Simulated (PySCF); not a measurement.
From one molecule to another.

First species: C4H4FN.
InChI=1S/C4H4FN/c5-4-2-1-3-6-4/h1-3,6H

Second species: C6H8N2.
Atom-mapped SMILES: `[CH3:1][CH2:2][c:3]1[cH:4][cH:5][cH:6][n:7][n:8]1` (hydrogens: H9, H10, H11 on C1; H12, H13 on C2; H14 on C4; H15 on C5; H16 on C6)

Levels: PBE0/def2-SVPD for dipole moment, HOMO energy, LUMO energy, HOMO–LUMO gap, static isotropic polarisability and electronic spatial extent ⟨r²⟩ about the centre of nuclear charge; TDDFT PBE0/def2-SVPD for lowest singlet excitation; TDA PBE0/def2-SVPD for lowest triplet excitation (Tamm–Dancoff); GFN2-xTB for rotational constant A and rotational constant C. Geometries: GFN2-xTB. All species are isolated and taken at one optimised geometry, non-relativistic unless stated; the electronic structure was computed with PySCF and density fitting.

The conformers computed, where there is a choice (atom-mapped SMILES and torsion angles):
- `[CH3:1][CH2:2][c:3]1[cH:4][cH:5][cH:6][n:7][n:8]1`: C1–C2–C3–C4 84°

Values for the first species:

```
Dipole moment                                                     : 1.83 D
HOMO energy                                                       : -6.20 eV
LUMO energy                                                       : 0.81 eV
HOMO–LUMO gap                                                     : 7.01 eV
Lowest singlet excitation                                         : 5.79 eV
Lowest triplet excitation (Tamm–Dancoff)                          : 4.40 eV
Static isotropic polarisability                                   : 51.1 au
Electronic spatial extent ⟨r²⟩ about the centre of nuclear charge : 459 bohr²
Rotational constant A                                             : 9.051 GHz
Rotational constant C                                             : 2.567 GHz
```

(1) Estimate the same properties for the second species, and the change in each.

Answers

(1) 
```csv
property,first,second,second less first
dipole moment,1.83 D,3.99 D,+2.16 D
HOMO energy,-6.20 eV,-6.50 eV,-0.30 eV
LUMO energy,0.81 eV,-1.36 eV,-2.17 eV
HOMO–LUMO gap,7.01 eV,5.14 eV,-1.87 eV
lowest singlet excitation,5.79 eV,3.42 eV,-2.37 eV
lowest triplet excitation (Tamm–Dancoff),4.40 eV,2.66 eV,-1.74 eV
static isotropic polarisability,51.1 au,81.4 au,+30.3 au
electronic spatial extent ⟨r²⟩ about the centre of nuclear charge,459 bohr²,954 bohr²,+495 bohr²
rotational constant A,9.051 GHz,4.765 GHz,-4.286 GHz
rotational constant C,2.567 GHz,1.310 GHz,-1.257 GHz
```

On the first: The vertical singlet–triplet gap S1 − T1 is 1.39 eV (TDDFT singlet less Tamm–Dancoff triplet; S1: HOMO→LUMO, weight 0.99; T1: HOMO→LUMO+1, weight 0.95). In wavenumbers S1 is 46700 cm⁻¹ (1 eV = 8065.54 cm⁻¹).

On the second: The vertical singlet–triplet gap S1 − T1 is 0.76 eV (TDDFT singlet less Tamm–Dancoff triplet; S1: HOMO→LUMO, weight 0.99; T1: HOMO→LUMO, weight 0.96). The principal polarisabilities are 57.7, 81.2 and 105.2 au; their mean is the isotropic value.
